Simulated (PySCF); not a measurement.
Static polarisabilities and like-pair C6 coefficients by linear response at wB97X-D/def2-SVPD (PySCF, frozen core in the response, non-relativistic, gas phase), PBE0-D3(BJ)/def2-SVP geometries, one conformer each; atomic units unless stated.

```json
{"label": "P", "species": "`N(C)[Si]1(C#C)CC1`", "α": "92.3", "C6": "3176"}
{"label": "Q", "species": "`CNC1=CC=C(C)C=C1`", "α": "106.4", "C6": "4214"}
{"label": "R", "species": "`C=N[Si@@H](C)C#CC`", "α": "95.6", "C6": "3350"}
{"label": "S", "species": "`C[SiH2]N1C=CC=C1`", "α": "90.3", "C6": "3097"}
{"label": "T", "species": "`[C@H]1(CC[Si@H]1N)C#C`", "α": "91.0", "C6": "3162"}
{"label": "U", "species": "`F[C@@]12C=C[C@@H](C1)[C@@H](Cl)C2`", "α": "87.5", "C6": "3421"}
```

Task: Estimate the unlike-pair coefficients by the rule C6(AB) = 2·C6(AA)·C6(BB) / [C6(AA)·αB/αA + C6(BB)·αA/αB], and compare with the geometric mean, for PQ, PS, QS, QT, QU, RS, ST and SU.

Result: 
| pair | combination rule | geometric mean | ratio |
| --- | --- | --- | --- |
| PQ | 3659 | 3659 | 1.000 |
| PS | 3136 | 3136 | 1.000 |
| QS | 3613 | 3613 | 1.000 |
| QT | 3650 | 3650 | 1.000 |
| QU | 3781 | 3797 | 0.996 |
| RS | 3220 | 3221 | 1.000 |
| ST | 3129 | 3129 | 1.000 |
| SU | 3244 | 3255 | 0.997 |

The rule is exact for one-pole polarisabilities and never exceeds the geometric mean; the two meet where both partners have the same effective excitation energy. These unlike-pair values are estimates, not computed integrals.
